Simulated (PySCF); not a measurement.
C₅H₇F, SMILES C1(=C(F)CC1)C.

The structure is a stationary point at PBE0-D3(BJ)/def2-SVP. The structure was generated by enumeration, and PubChem lists no compound with its InChIKey, so it may never have been made.

All values below come from ωB97X/def2-TZVP run with PySCF.

Symmetry labels are those of the subgroup Cs that the program uses (full group Cs).

Q: List the valence orbital energies around the gap with their symmetry. (An estimate is asked for; the answer gives what the named calculation found.)

A: 
```json
[
 {"orbital": "HOMO−7", "symmetry": "A\"", "energy (eV)": "-15.13"},
 {"orbital": "HOMO−6", "symmetry": "A'", "energy (eV)": "-14.37"},
 {"orbital": "HOMO−5", "symmetry": "A\"", "energy (eV)": "-14.17"},
 {"orbital": "HOMO−4", "symmetry": "A\"", "energy (eV)": "-12.70"},
 {"orbital": "HOMO−3", "symmetry": "A'", "energy (eV)": "-12.45"},
 {"orbital": "HOMO−2", "symmetry": "A'", "energy (eV)": "-12.15"},
 {"orbital": "HOMO−1", "symmetry": "A'", "energy (eV)": "-11.81"},
 {"orbital": "HOMO", "symmetry": "A\"", "energy (eV)": "-8.96"},
 {"orbital": "LUMO", "symmetry": "A\"", "energy (eV)": "3.18"},
 {"orbital": "LUMO+1", "symmetry": "A'", "energy (eV)": "3.34"},
 {"orbital": "LUMO+2", "symmetry": "A'", "energy (eV)": "3.84"},
 {"orbital": "LUMO+3", "symmetry": "A'", "energy (eV)": "4.37"}
]
```
